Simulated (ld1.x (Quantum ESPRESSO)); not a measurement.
# Reading a pseudo-wave (boron (B))

Columns: radius, all-electron u(r) and pseudo u(r) of the 2p shell (level -3.54 eV) of boron in the configuration [He] 2s2 2p1; BLYP, scalar-relativistic, TM scheme, ld1.x (Quantum ESPRESSO) 7.5.

```csv
r (bohr),all-electron,pseudo
0.120,0.0380,0.0150
0.240,0.1169,0.0583
0.360,0.2068,0.1254
0.480,0.2940,0.2094
0.600,0.3722,0.3017
0.720,0.4390,0.3932
0.840,0.4941,0.4759
0.960,0.5384,0.5439
1.080,0.5726,0.5941
1.200,0.5973,0.6264
1.320,0.6134,0.6430
1.440,0.6219,0.6470
1.560,0.6241,0.6425
1.680,0.6212,0.6326
1.800,0.6140,0.6200
1.920,0.6035,0.6059
2.040,0.5903,0.5910
2.160,0.5751,0.5752
2.280,0.5584,0.5585
2.400,0.5407,0.5407
2.520,0.5221,0.5221
2.640,0.5031,0.5031
2.760,0.4839,0.4839
2.880,0.4647,0.4647
3.000,0.4455,0.4455
3.120,0.4266,0.4266
```

Task: How many radial nodes do the two functions have?

Result: The all-electron 2p function has n − l − 1 = 0; the pseudo-wave has 0.

Task: At about which radius was the pseudo-wave matched?

Result: 2.40 bohr. The columns agree to 0.0005 from 2.16 bohr on; several derivatives are matched, so the curves merge somewhat inside the radius.

Task: Where does each function peak?

Result: Outermost all-electron maximum near 1.56 bohr, pseudo maximum near 1.44 bohr (to the table’s step).

Task: Is the pseudo-wave norm-conserving?

Result: Yes: the TM scheme keeps the norm inside the radius equal to the all-electron one, which fixes the energy derivative of the logarithmic derivative at the level.
